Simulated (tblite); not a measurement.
Compound: C₄H₁₂OSi₂.
Geometry (GFN2-xTB, Å), atoms numbered from 1 in this order:
```
atom  x, y, z in Å
C1    -2.0878    0.1527   -1.2791
C2    -1.2245   -0.5410   -0.2256
O3    -2.0112   -0.9894    0.8654
C4    -0.0951    0.3572    0.2548
Si5    1.0130   -0.4019    1.6364
C6     2.5220    0.0236    0.5227
Si7    1.4050    0.6154   -0.9176
H8    -1.4786    0.4221   -2.1377
H9    -2.5272    1.0607   -0.8668
H10   -2.8910   -0.5053   -1.6030
H11   -0.8119   -1.4630   -0.6487
H12   -2.3938   -0.2143    1.2926
H13   -0.5411    1.3071    0.5669
H14    0.8221   -1.8331    1.8489
H15    0.9566    0.3158    2.9143
H16    3.1707   -0.8157    0.2863
H17    3.1637    0.8003    0.9309
H18    1.5973    1.9962   -1.3698
H19    1.4022   -0.2782   -2.0786
```

Computed with GFN2-xTB (tblite): harmonic, unscaled wavenumbers at the GFN2-xTB geometry, gas phase. This tight-binding method is rough: wavenumbers can miss measured ones by several per cent, in bad cases by 10 to 20. Modes of hydrogen on silicon can be 10 to 20 % off. One conformer, not necessarily the lowest.

Harmonic wavenumbers (cm⁻¹): 53.2, 66.4, 123.1, 200.0, 219.3, 285.7, 334.7, 357.9, 404.5, 431.4, 453.1, 467.4, 497.4, 514.7, 597.9, 627.6, 657.8, 690.1, 730.6, 762.7, 772.5, 776.9, 793.5, 916.1, 930.1, 975.5, 1034.1, 1056.1, 1083.8, 1098.1, 1141.6, 1160.9, 1268.7, 1329.2, 1352.1, 1398.5, 1465.5, 1489.6, 1495.4, 2222.1, 2231.1, 2245.3, 2293.4, 2914.9, 2939.2, 3006.3, 3008.8, 3015.9, 3033.6, 3042.1, 3535.7.

A = 2578, B = 1354, C = 950.6 MHz; mass 132.043 u (most abundant isotopes); point group C1, symmetry number 1.

Task: Zero-point energy?

Result: ½Σν̃ = 31751 cm⁻¹ = 90.78 kcal/mol.

Task: Entropy at 500 K, 1 bar (ideal gas, RRHO, classical rotation)?

Result: Translation 43.14, rotation 30.50, vibration 50.28: S = 123.9 cal/(mol K).

Task: And Cp and H(500 K) − H(0)?

Result: Cp = 60.11 cal/(mol K), of which vibrations give 52.16 (their classical limit is 51 R = 101.3); H(500 K) − H(0) = 17.45 kcal/mol without the zero-point energy, 13.47 from vibrations.

Task: Blend soft modes into free rotors: weight 1/[1 + (100 cm⁻¹/ν̃)⁴] for the oscillator and the rest for a rotor with moment μB/(μ + B), μ = h/(8π²ν), B = 10⁻⁴⁴ kg m². What vibrational entropy results?

Result: 47.12 cal/(mol K) in place of 50.28, which changes −T·S at 500 K by +1.58 kcal/mol.

Task: How do the functions run with temperature in this model?

Result: 
```
 T (K)  S (cal/(mol K))  Cp (cal/(mol K))  H − H(0) (kcal/mol)  G − H(0) (kcal/mol)  ln q(vib)
   150             76.1              23.3                 2.23                -9.18       2.56
   250             90.9              35.8                 5.19               -17.54       5.02
298.15             97.7              41.5                 7.05               -22.08       6.28
   400            111.4              51.9                11.83               -32.74       9.02
   600            135.5              66.7                23.80               -57.49      14.43
   900            165.4              80.6                46.07              -102.79      22.06
```

q(vib) and H(0) count from the zero-point level.

Task: What must be added to the electronic energy to get the Gibbs energy at 500 K and 1 bar?

Result: ZPE + [H(500 K) − H(0)] − T·S = 90.78 + 17.45 − 61.96 = 46.27 kcal/mol.

Hindered rotation and anharmonicity are outside this model. Other conformers, if any are populated, would add a mixing term that is left out. The structure is chiral; the term R ln 2 for an equal mix with its mirror image is left out.

The run took 1.3 s of wall time on an Arm Neoverse N1 with one thread, no GPU (shared host). This covers the Hessian and the dipole derivatives.
